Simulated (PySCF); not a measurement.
**Working out the ionisation energy of O²⁺**

O²⁺ [He] 2s2 2p2 (3P) → O³⁺ [He] 2s2 2p1 (2P). Computed with PySCF 2.14 in def2-QZVPPD (8s5p4d2f1g, 66 functions), with the non-relativistic Hamiltonian (point nucleus). Frozen: 1s2. Energies in hartree (1 hartree = 27.21139 eV):

```tsv
part	O²⁺ (lower)	O³⁺ (upper)
UHF	-73.106088	-71.099040
CCSD correlation	-0.101986	-0.094289
(T)	-0.001508	-0.001075
```

Problem. What does Hartree-Fock give?

Solution. (-71.099040) − (-73.106088) = 2.007048 hartree = 54.615 eV.

Problem. What do CCSD and CCSD(T) give?

Solution. The CCSD correlation energies differ by 0.007697 hartree = 0.209 eV and the triples by 0.000433 hartree = 0.012 eV, so CCSD gives 54.824 eV and CCSD(T) 54.836 eV.

A first-order spin-orbit estimate adds -0.005 eV to CCSD(T) (valence), giving 54.831 eV against 54.936 eV (semi-empirical (NIST evaluation); NIST Atomic Spectra Database, ionization energies).

What remains against the reference includes basis incompleteness, the frozen core and higher excitations.
